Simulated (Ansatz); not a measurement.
A run for Ansatz (a quantum-chemistry and plane-wave program): U-PBE0/def2-TZVPP on BF-, 2S+1 = 4, a spin state set in the input, which need not be the lowest. Charge -1.

Ansatz 0.2 input:
```yaml
crystal:
  periodic: [false, false, false]
  atoms:
    - {symbol: B, position_ang: [0.00000000, 0.00000000, 0.00000000]}
    - {symbol: F, position_ang: [0.00000000, 0.00000000, 1.33900000]}
basis:
  gaussian:
    orbitals: def2-TZVPP
hamiltonian:
  xc: {name: PBE0}
total_charge: -1
magnetization: {spin_polarized: true, initial_magnetization: 3}
relax: {f_tol: 0.002, max_steps: 120}
```

It printed:

```
WARN ansatz: RAYON_NUM_THREADS=2 ignored (pool sized by the plan → 2); use --threads N
Functional definition: PBE0
integrals: 0.01 GiB planned
325 factors; their error is unknown
mean field: 0.13 GiB planned
mean field evaluation 1: about -3353.6161 eV, gradient 8.0e1 eV
mean field evaluation 2: about -3340.9151 eV, gradient 1.3e2 eV
mean field evaluation 4: about -3386.3283 eV, gradient 7.6e0 eV
mean field evaluation 8: about -3386.5612 eV, gradient 1.1e-1 eV
mean field evaluation 16: about -3353.6161 eV, gradient 8.0e1 eV
mean field -3386.56122527 eV, -124.4538295351 hartree, gradient 1.6e-5 eV, S^2 3.751987; 2 other end points of the search recorded, 0 dependent functions left out
the calculation of the forces begins
reference -3386.56124869 eV, -124.4538303956 hartree; 9, 6 occupied and 53, 56 virtual orbitals, 325 factors
relax step   1: F+E_penalty+E_count = -3386.56122527 eV  Δ(F+E_penalty+E_count) = +0.000e0 eV  max|allowed force component| = 2.128e0 eV/Å  Δτ_max = 0.0000 Å  (81 SCF iters, accepted)
these checks for a lower state are left out or cut short: starts, cluster_reference, orbital_swaps, neighbouring_geometries, increment
integrals: 0.01 GiB planned
325 factors; their error is unknown
mean field: 0.13 GiB planned
mean field evaluation 32: about -3386.6073 eV, gradient 6.9e-2 eV
mean field -3386.60726760 eV, -124.4555215595 hartree, gradient 9.8e-6 eV, S^2 3.752002; 0 other end points of the search recorded, 0 dependent functions left out
the calculation of the forces begins
reference -3386.60729129 eV, -124.4555224302 hartree; 9, 6 occupied and 53, 56 virtual orbitals, 325 factors
relax step   2: F+E_penalty+E_count = -3386.60726760 eV  Δ(F+E_penalty+E_count) = -4.604e-2 eV  max|allowed force component| = 1.067e0 eV/Å  Δτ_max = 0.0145 Å  (30 SCF iters, accepted)
these checks for a lower state are left out or cut short: starts, cluster_reference, orbital_swaps, neighbouring_geometries, increment
integrals: 0.01 GiB planned
325 factors; their error is unknown
mean field: 0.13 GiB planned
mean field -3386.62522463 eV, -124.4561814681 hartree, gradient 9.9e-6 eV, S^2 3.752009; 0 other end points of the search recorded, 0 dependent functions left out
the calculation of the forces begins
reference -3386.62524852 eV, -124.4561823459 hartree; 9, 6 occupied and 53, 56 virtual orbitals, 325 factors
relax step   3: F+E_penalty+E_count = -3386.62522463 eV  Δ(F+E_penalty+E_count) = -1.796e-2 eV  max|allowed force component| = 1.372e-1 eV/Å  Δτ_max = 0.0153 Å  (30 SCF iters, accepted)
these checks for a lower state are left out or cut short: starts, cluster_reference, orbital_swaps, neighbouring_geometries, increment
integrals: 0.01 GiB planned
325 factors; their error is unknown
mean field: 0.13 GiB planned
mean field -3386.62555945 eV, -124.4561937724 hartree, gradient 2.2e-5 eV, S^2 3.752010; 0 other end points of the search recorded, 0 dependent functions left out
the calculation of the forces begins
reference -3386.62558336 eV, -124.4561946512 hartree; 9, 6 occupied and 53, 56 virtual orbitals, 325 factors
relax step   4: F+E_penalty+E_count = -3386.62555945 eV  Δ(F+E_penalty+E_count) = -3.348e-4 eV  max|allowed force component| = 2.108e-2 eV/Å  Δτ_max = 0.0029 Å  (30 SCF iters, accepted)
these checks for a lower state are left out or cut short: starts, cluster_reference, orbital_swaps, neighbouring_geometries, increment
integrals: 0.01 GiB planned
325 factors; their error is unknown
mean field: 0.13 GiB planned
mean field -3386.62556775 eV, -124.4561940775 hartree, gradient 5.0e-5 eV, S^2 3.752010; 0 other end points of the search recorded, 0 dependent functions left out
the calculation of the forces begins
reference -3386.62559166 eV, -124.4561949562 hartree; 9, 6 occupied and 53, 56 virtual orbitals, 325 factors
relax step   5: F+E_penalty+E_count = -3386.62556775 eV  Δ(F+E_penalty+E_count) = -8.301e-6 eV  max|allowed force component| = 1.309e-4 eV/Å  Δτ_max = 0.0004 Å  (20 SCF iters, accepted)
integrals: 0.01 GiB planned
325 factors; their error is unknown
mean field: 0.13 GiB planned
mean field evaluation 64: about -3386.3449 eV, gradient 8.3e0 eV
mean field -3386.62556775 eV, -124.4561940775 hartree, gradient 5.0e-5 eV, S^2 3.752010; 3 other end points of the search recorded, 0 dependent functions left out
the calculation of the forces begins
reference -3386.62559166 eV, -124.4561949562 hartree; 9, 6 occupied and 53, 56 virtual orbitals, 325 factors
Total energy: -3386.62559166 eV, -124.4561949562 hartree
Atom 0 at    -0.000000    -0.000000    -0.032339 Å, force    -0.000000     0.000000     0.000131 eV/Å
Atom 1 at     0.000000     0.000000     1.371339 Å, force     0.000000    -0.000000    -0.000131 eV/Å
Dipole moment:    -0.000000     0.000000     0.685971 e Å
```

Self-consistency was reached.

Cost: about 6 core-seconds (a rough figure).
